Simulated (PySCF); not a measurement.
HS (SMILES [SH-]), charge -1, singlet, geometry from GFN2-xTB (in this run its highest filled SCF level lies above zero, so its values depend strongly on the basis, on diffuse functions most of all), atoms displaced at random by about 0.03 Å a coordinate. Base run: R2SCAN/cc-pVDZ, gradient run with PySCF.

Input for PySCF:
```python
from pyscf import gto, scf, dft

mol = gto.Mole()
mol.atom = '''
    S    -0.003673    0.050857   -0.095143
    H     0.014232   -0.019371    1.208528
'''
mol.basis = 'cc-pvdz'
mol.charge = -1
mol.spin = 0
mol.verbose = 4
mol.build()

mf = dft.RKS(mol)
mf.xc = 'r2scan'
mf.kernel()
g = mf.nuc_grad_method()
grad = g.kernel()
```

The coordinate followed is x of atom 1.

Each row names what was changed in the base input (with any setting that the change needs).

```json
[
 {"change": "base", "dE/dx (Eh/bohr)": "0.000451", "net force (Eh/bohr)": "0.000006"},
 {"change": "grids.level = 0; grid_response = off", "dE/dx (Eh/bohr)": "0.000826", "net force (Eh/bohr)": "0.024921"},
 {"change": "finite difference step (bohr) = 1e-3; conv_tol = 1e-11", "dE/dx (Eh/bohr)": "0.000451", "net force (Eh/bohr)": "-"},
 {"change": "finite difference step (bohr) = 0.05; conv_tol = 1e-11", "dE/dx (Eh/bohr)": "0.000448", "net force (Eh/bohr)": "-"},
 {"change": "grids.level = 5; grid_response = on", "dE/dx (Eh/bohr)": "0.000446", "net force (Eh/bohr)": "0.000000"},
 {"change": "finite difference step (bohr) = 1e-4; conv_tol = 1e-11", "dE/dx (Eh/bohr)": "0.000451", "net force (Eh/bohr)": "-"},
 {"change": "grid_response = on", "dE/dx (Eh/bohr)": "0.000451", "net force (Eh/bohr)": "0.000000"},
 {"change": "finite difference step (bohr) = 0.01; conv_tol = 1e-11", "dE/dx (Eh/bohr)": "0.000451", "net force (Eh/bohr)": "-"},
 {"change": "conv_tol = 1e-4", "dE/dx (Eh/bohr)": "0.000450", "net force (Eh/bohr)": "0.000006"},
 {"change": "density fitting = on; auxbasis_response = off", "dE/dx (Eh/bohr)": "0.000442", "net force (Eh/bohr)": "0.000638"},
 {"change": "grids.level = 1; grid_response = off", "dE/dx (Eh/bohr)": "0.000460", "net force (Eh/bohr)": "0.001569"},
 {"change": "conv_tol = 1e-6", "dE/dx (Eh/bohr)": "0.000451", "net force (Eh/bohr)": "0.000006"}
]
```

The net force is zero for an exact gradient.
